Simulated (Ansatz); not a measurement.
C4H12Ge, SMILES C[C](C)(C)[GeH3].

Geometry: B3LYP-D3(BJ)/def2-SVP. The isomer is the one that the SMILES or the coordinates give; other isomers of the formula were not compared.

Two levels are set side by side: PBE/def2-SVPD (Ansatz, an electronic-structure program) and PBE0/def2-SVPD (Ansatz). Energy differences of separate SCF runs at the same geometry; the states with an electron removed or added have multiplicity 2 and 2. Differences are taken from unrounded values.

```
quantity                           PBE0   PBE  PBE minus PBE0
---------------------------------  ----  ----  --------------
vertical ionisation energy (eV)    9.53  9.33           -0.20
vertical singlet–triplet gap (eV)  6.69  6.32           -0.37
```
